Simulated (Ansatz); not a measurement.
BClFH₂NZn, SMILES `[NH2][Zn][B](F)Cl`. Charge 0, multiplicity 1. The structure was optimised at the PBE0-D4/def2-TZVP level. It is one conformer, not always the lowest.

```xyz
7

N     1.639   -1.057   -0.399
Zn    0.189   -0.031   -0.050
B    -1.446    1.103    0.440
F    -1.498    2.415    0.308
Cl   -2.916    0.352    1.074
H     1.596   -2.062   -0.459
H     2.436   -0.721   -0.914
```

Question: What is the dipole moment at PBE/def2-TZVPP? (Best estimate.)

Answer: The calculation gave: 1.55 D, with components (1.08, -0.80, -0.78) D in this frame, pointing from negative to positive charge.

Question: And with r2SCAN, B3LYP, ωB97M-V? (An estimate is asked.)

Answer: Computed: r2SCAN 1.57 D, B3LYP 1.52 D, ωB97M-V 1.51 D.

Question: Give the Mulliken charges with PBE, ωB97M-V, r2SCAN in def2-TZVPP. (Best estimate.)

Answer: Computed: 
| atom | PBE | ωB97M-V | r2SCAN |
| --- | --- | --- | --- |
| N1 | -0.40 | -0.41 | -0.48 |
| Zn2 | -0.04 | 0.13 | 0.11 |
| B3 | 0.48 | 0.42 | 0.48 |
| F4 | -0.18 | -0.22 | -0.24 |
| Cl5 | -0.14 | -0.13 | -0.16 |
| H6 | 0.14 | 0.10 | 0.15 |
| H7 | 0.14 | 0.10 | 0.15 |

B3LYP here is the variant with VWN-RPA as its local correlation; programs differ in this.
